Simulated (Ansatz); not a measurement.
Dissociation curve of H₈Ge₃, SMILES [GeH3][GeH2][GeH3]. The Ge1–H11 bond (Ge1 also carries Ge, H, H; H11 carries nothing else) is pulled apart rigidly from the PBE0/def2-SVP optimised geometry.

Computed with: UKS-PBE = unrestricted PBE/cc-pVDZ (Ansatz, a first-principles code); UCCSD(T) = CCSD(T) on UHF/cc-pVDZ, cores with 3d frozen (Ansatz).

Energies relative to the lowest point of each curve near equilibrium, in mEh:

| R / Å | UKS-PBE |
|---|---|
| 1.37 | 12.8 |
| 1.44 | 4.4 |
| 1.51 | 0.5 |
| 1.57 | 0.0 |
| 1.66 | 2.7 |
| 1.73 | 6.9 |
| 1.89 | 20.5 |
| 2.03 | 34.6 |
| 2.27 | 59.6 |
| 2.55 | 86.2 |
| 2.85 | 109.1 |
| 3.23 | 122.9 |

Question: Predict the corresponding UCCSD(T) column.

Answer: 1.37: 12.6; 1.44: 4.1; 1.51: 0.4; 1.57: 0.1; 1.66: 3.3; 1.73: 8.0; 1.89: 22.7; 2.03: 37.7; 2.27: 63.7; 2.55: 90.1; 2.85: 110.9; 3.23: 125.2 (mEh).

The unrestricted determinant behind UKS-PBE is spin-contaminated at 2.85 to 4.44 Å (<S²> up to 1.0, against 0.00 for a pure singlet). The unrestricted determinant behind UCCSD(T) is spin-contaminated at 2.27 to 4.44 Å (<S²> up to 1.0, against 0.00 for a pure singlet).
